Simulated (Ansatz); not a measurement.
Frontier orbitals of CH6OSSi, SMILES `CO[SiH2]S`.

Charge 0, multiplicity 1. The structure was optimised at the PBE0-D4/def2-TZVP level. It is one conformer, not always the lowest. Basis def2-TZVPP, the Gaussian-basis code of Ansatz.

(1) Compute the vertical ionisation energy as the energy of the cation minus that of the neutral molecule, at each level. (Estimate.)

Results:

(1) The calculation gave: 
```csv
level,IE (eV),difference from CCSD(T)/CBS(def2)
PBE-D4/def2-TZVPP,9.44,-0.73
r2SCAN-D4/def2-TZVPP,9.62,-0.55
PBE0-D4/def2-TZVPP,9.85,-0.31
B3LYP-D4/def2-TZVPP,9.83,-0.33
ωB97X-V/def2-TZVPP,10.04,-0.12
ωB97M-V/def2-TZVPP,10.04,-0.13
B2PLYP/def2-TZVPP,9.95,-0.21
HF/def2-TZVPP,8.87,-1.29
MP2/def2-TZVPP,10.06,-0.11
CCSD/def2-TZVPP,9.92,-0.25
CCSD(T)/def2-TZVPP,9.99,-0.18
HF/def2-QZVPP,8.87,-1.29
MP2/def2-QZVPP,10.16,0.00
HF/CBS(def2),8.87,-1.29
MP2/CBS(def2),10.24,0.07
CCSD/CBS(def2),10.09,-0.07
CCSD(T)/CBS(def2),10.17,0.00
```

B3LYP here is the variant with VWN-RPA as its local correlation; programs differ in this.
